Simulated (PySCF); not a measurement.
C6H10AuO2, doublet (typed; the unrestricted solution is spin-contaminated), at a GFN2-xTB geometry (such geometries of metal compounds can be far from the true shape) (the multiplicity is a formal guess) (core potentials on Au). Base run: DF-HF/def2-SV(P) (PySCF).

The PySCF input:
```python
from pyscf import gto, scf

mol = gto.Mole()
mol.atom = '''
    Au    0.585404    0.715674    0.304532
    C     1.614475    2.270923   -0.506199
    H     2.677370    2.155678   -0.326224
    H     1.289546    3.208382   -0.069131
    H     1.450314    2.315169   -1.574618
    C    -1.622827   -1.515905   -2.910028
    C    -1.088527   -1.104206   -1.549900
    C    -1.487414   -1.886308   -0.472975
    C    -1.140089   -1.726300    0.874325
    C    -1.730918   -2.737664    1.831902
    O    -0.399471   -0.843488    1.373206
    O    -0.338304   -0.093234   -1.557147
    H    -2.710042   -1.508684   -2.895876
    H    -1.262992   -0.824175   -3.666274
    H    -1.283672   -2.521769   -3.146426
    H    -2.141561   -2.715004   -0.698444
    H    -1.389981   -2.526509    2.841678
    H    -2.817090   -2.688905    1.798532
    H    -1.424807   -3.741894    1.547567
'''
mol.basis = 'def2-sv(p)'
mol.ecp = {'Au': 'def2-sv(p)'}
mol.charge = 0
mol.spin = 1
mol.verbose = 4
mol.build()

mf = scf.UHF(mol)
mf = mf.density_fit(auxbasis='def2-universal-jkfit')
mf.kernel()
```

Each row names what was changed in the base input (with any setting that the change needs).

| change | basis functions | E (Eh) | HOMO (eV) | dipole (D) |
|---|---|---|---|---|
| base | 157 | -517.11801 | -6.90 | 10.72 |
| basis = LANL2DZ | 114 | -517.13973 | -9.02 | 2.40 |
| basis = def2-SVP | 194 | -517.15284 | -6.91 | 10.63 |

Totals compare only among sets that treat the same electrons; sets with core potentials leave the core out.

Open shells are given as the SCF converged; they aren't shown to be the lowest states, and a large step between rows can be another state.
